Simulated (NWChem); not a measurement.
## Correlation energy of AlO

```xyz
2

Al     0.0000     0.0000     0.6241
O      0.0000     0.0000    -1.0142
```
Charge 0, spin multiplicity 2.

All runs are NWChem calculations. All single points use one geometry, from UB3LYP/def2-SVP, a minimum by its harmonic frequencies.

Basis set: 3-21G. Each correlation energy counts from its own Hartree-Fock reference.

```
method           correlation energy (mHa)            remark
---------------  ------------------------  ----------------
CCSD(T) on ROHF                    -174.0  large amplitudes
CCSDT on ROHF                      -177.5  large amplitudes
CCSD[T] on ROHF                    -181.7  large amplitudes
CCSD on UHF                        -162.4  large amplitudes
UMP2                               -125.3                 -
SCS-UMP2                           -122.3                 -
CCSD on ROHF                       -166.7  large amplitudes
CCSD(T) on UHF                     -169.6  large amplitudes
CCSD[T] on UHF                     -175.7  large amplitudes
```

The values span 59.3 mHa, from CCSD[T] on ROHF (lowest) to SCS-UMP2 (highest). 

The correlated methods keep 6 core orbitals frozen. The structure started from a generated list of species. The unpaired electrons of the parent sit in orbitals of symmetry a1 (C2v labels of the run); other states weren't searched. The stability of the SCF solutions was not checked. Open-shell Hartree-Fock references start from PBE0 orbitals. No row is a measurement; the coupled-cluster row has its own basis-set and correlation limits.
